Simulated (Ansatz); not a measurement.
CH4AlNSi, SMILES `[CH]1=N[SiH2][AlH]1`, charge 0, multiplicity 1.

Q: Give a relaxed structure at PBE0-D4/def2-TZVP (Ansatz). (Best estimate.)

A: Computed: 
Z-matrix (Å, degrees):
```
Si
N 1 1.795
Al 1 2.427 2 75.3
H 1 1.490 2 110.3 3 121.2
H 1 1.490 2 110.3 3 -121.2
C 2 1.284 1 111.1 3 -0.1
H 3 1.597 1 152.7 2 -179.8
H 6 1.099 2 117.8 1 -180.0
```
Point group Cs.
